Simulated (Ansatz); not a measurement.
Consider the formal hydrolysis of a Ge–F bond: `[F][GeH2][I]` + H₂O → `[OH][GeH2][I]` + H–F.

Isolated molecules relaxed with PBE0-D4/def2-TZVP in Ansatz; ΔE leaves out vibrations. CBS: MP2 limit from def2 TZ/QZ plus the TZ coupled-cluster correction, frozen cores. This one scheme is used for every species. Functionals use def2-TZVPP. def2 core potentials past Kr. For Ge, I outer-core shells are correlated without core-valence functions, which leaves a few kJ/mol of doubt a bond. Scalar relativity is left out up to krypton. Each species was taken in one conformer, which may not be the lowest.

`[F][GeH2][I]`:

Cartesian coordinates in Å:
```
F -1.697 -0.219 -0.182
Ge -0.003 0.149 -0.140
I 1.041 -1.381 1.526
H 0.117 1.599 0.334
H 0.543 -0.148 -1.538
```

H₂O:

```xyz
3

O     0.111    0.341    0.152
H    -0.651   -0.188    0.398
H     0.540   -0.152   -0.550
```

`[OH][GeH2][I]`:

```xyz
6

O     0.243   -0.902    1.100
Ge   -0.380    0.191   -0.144
I     1.143    0.142   -2.148
H     1.143   -0.697    1.364
H    -0.404    1.643    0.356
H    -1.745   -0.377   -0.528
```

H–F:

Z-matrix (Å, degrees):
```
F
H 1 0.920
```

```tsv
level	ΔE (kJ/mol)	difference from CCSD(T)/CBS
PBE-D4	26.8	2.7
revPBE-D4	25.7	1.6
BLYP-D4	29.8	5.7
r2SCAN-D4	29.0	4.9
r2SCAN0-D4	27.2	3.1
ωB97M-V	28.8	4.7
PBE-QIDH	24.0	-0.1
revPBE	30.1	6.0
BLYP	33.7	9.6
PBE0	27.2	3.1
BHLYP	31.9	7.8
LC-ωPBE	29.9	5.8
MP2/def2-TZVPP	20.6	-3.5
MP2/def2-QZVPP	21.7	-2.4
SCS-MP2/def2-QZVPP	25.2	1.1
MP2/CBS(def2)	21.3	-2.8
CCSD(T)/CBS	24.1	0
```

(1) What do rigid-rotor, harmonic-oscillator terms from PBE0-D4/def2-TZVP frequencies (298.15 K, 1 bar) make of the CCSD(T)/CBS value? (Best estimate.)

Largest T1 diagnostic among the species: 0.010.

Answers

(1) Ansatz gave: ΔZPE = -1.5 kJ/mol, ΔH = +22.9 kJ/mol, ΔS = -6 J/(mol·K), ΔG = +24.8 kJ/mol.

The D4 term adds −3.0 kJ/mol with B3LYP and −1.6 kJ/mol with PBE0; it sums over pairs of atoms, weighted by their polarisabilities, and B3LYP, whose exchange is more repulsive, gets the larger term. At CCSD(T), def2-SVP lies +4.4 kJ/mol from the extrapolated value and def2-TZVPP −0.7 kJ/mol. In def2-TZVPP, CCSD(T) changes the Hartree–Fock value by −10.0 kJ/mol (the triples alone add −1.4 kJ/mol) and MP2 by −12.8 kJ/mol.

B3LYP here is the variant with VWN-RPA as its local correlation; programs differ in this.
